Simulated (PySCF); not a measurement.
## A small calculation by hand: chemical shift, span and skew from a shielding tensor

BH₆NO₂Si, SMILES N(B(O)O)[SiH3]. Atoms are numbered in the order given.

```xyz
11

Si    -0.0033     1.8149     0.0000
N      0.7553     0.2317     0.0000
B      0.0164    -0.9957     0.0000
O     -1.3533    -0.8833     0.0000
O      0.5704    -2.2577     0.0000
H     -0.8444     2.0375    -1.2065
H     -0.8444     2.0375     1.2065
H      1.1088     2.8067     0.0000
H      1.7706     0.2055     0.0000
H     -1.7868    -1.7475     0.0000
H      1.5360    -2.2637     0.0000
```

The structure is a stationary point at TPSSh-D3(BJ)/def2-SVP. This is a generated structure with no PubChem entry under its InChIKey; it may be hypothetical. Other conformers were not sampled.

GIAO shieldings from B3LYP/pcSseg-1 (PySCF), non-relativistic, no solvent. The symmetric part of the tensor of Si1 has the principal values 351.7, 383.3, 455.6 ppm. The same nucleus in TMS has σ = 338.7 ppm at this level (PySCF, at its B3LYP-D3(BJ)/def2-TZVP geometry).

Question: Work out the isotropic shielding, the ²⁹Si shift against TMS, the span and the skew.

Answer: 
σ(iso) = (σ11 + σ22 + σ33)/3 = 396.9 ppm. δ = σ(ref) − σ(iso) = 338.7 − (396.9) = -58.2 ppm.
Span Ω = σ33 − σ11 = 103.9 ppm. Skew κ = 3(σ(iso) − σ22)/Ω = 0.39. Tumbling in solution averages the tensor to δ; in a static solid the shielding alone would spread this spin-1/2 line over Ω.
